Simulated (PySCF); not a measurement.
Ligands exchanged one at a time, Ga Cl-Br. All species are isolated molecules in the gas phase. Strings in code marks are SMILES.

The HOMO from two functionals at the same geometries (PBE0-D3(BJ)/def2-TZVP), both in PySCF: PBE-D3(BJ)/def2-TZVP and ωB97X-D3(BJ)/def2-TZVP. 

```tsv
species	PBE-D3(BJ)/def2-TZVP (eV)	ωB97X-D3(BJ)/def2-TZVP (eV)
0 of 3 Cl replaced by Br (`[Cl][Ga]([Cl])[Cl]`)	-8.01	-11.97
1 of 3 Cl replaced by Br (`[Cl][Ga]([Cl])[Br]`)	-7.68	-11.45
2 of 3 Cl replaced by Br (`[Cl][Ga]([Br])[Br]`)	-7.53	-11.26
3 of 3 Cl replaced by Br (`[Br][Ga]([Br])[Br]`)	-7.41	-11.12
```

Over these rows, drawn at random from the members with no instability flagged (it was tested for open shells, ions and some series alone), PBE minus ωB97X-D3(BJ): mean +3.79 eV, from +3.71 eV to +3.96 eV.
